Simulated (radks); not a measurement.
Values are calculated unless marked as measured or tabulated.
Problem. These are the eigenvalues of the occupied orbitals of an atom or ion with whole-number occupations (hartree). Code: a radial shooting solver on a logarithmic mesh with Libxc functionals. Model: scalar-relativistic Kohn-Sham, PBEsol, spin-polarised, spherical densities, point nucleus.

1s: -3.87538
2s: -0.20371

Which element is it, and in what charge state? The configuration may be excited. Open shells, if any, are filled with parallel spins first.

Solution. Z = 4, beryllium, charge 0: Be in [He] 2s2. The 1s level, -3.8754 hartree, gives Z - s = 2.8 by -(Z - s)^2/2, which with screening and relativity narrows Z to a few neighbours, and with so few levels the electron count can be read from the list.
